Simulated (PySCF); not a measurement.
Relaxed torsion scan: C₁₁H₁₆Si, SMILES C=Cc1c([Si](C)(C)C)cccc1. Scanned: dihedral C1–C2–C3–C4; all other coordinates were relaxed at GFN2-xTB. Points at φ and −φ are mirror images.

Geometry of the scan point at -120° (Å):
```
28

C      1.6348    -2.2502    -1.1535
C      1.0672    -1.0559    -1.1340
C      1.4284     0.0070    -0.1862
C      0.4186     0.4736     0.6526
C      0.6799     1.4170     1.6263
C      1.9655     1.9125     1.7622
C      2.9602     1.4777     0.9070
C      2.7235     0.5288    -0.0865
Si     4.1308     0.1209    -1.3070
C      3.4795     0.0138    -3.0977
C      5.0840    -1.4697    -0.8372
C      5.3872     1.5613    -1.2572
H      1.3160    -3.0243    -1.8316
H      2.4326    -2.5004    -0.4762
H      0.2307    -0.8377    -1.7875
H     -0.5796     0.0711     0.5455
H     -0.1119     1.7620     2.2754
H      2.1878     2.6457     2.5242
H      3.9521     1.8902     1.0108
H      4.3012     0.0482    -3.8067
H      2.9304    -0.9042    -3.2742
H      2.8157     0.8425    -3.3248
H      4.6520    -2.3509    -1.2997
H      6.1171    -1.4048    -1.1657
H      5.0931    -1.6284     0.2373
H      4.9008     2.5251    -1.3723
H      5.9445     1.5796    -0.3257
H      6.1105     1.4633    -2.0613
```

Computed with restricted B3LYP/6-31G*, spherical d, density fitting // GFN2-xTB in PySCF.

Scanned values (°): -160, -140, -120, -100, -80, -60, -40, -20, 0, 20, 40, 60, 80, 100, 120, 140, 160, 180.

**Question.** Describe the profile: where are the wells and the tops?

**Answer.** Lower than their neighbours: -20° (0.0 kcal/mol), 20° (0.0 kcal/mol). Higher than their neighbours: 0° (0.4 kcal/mol), 180° (4.6 kcal/mol). The whole profile spans 4.6 kcal/mol.
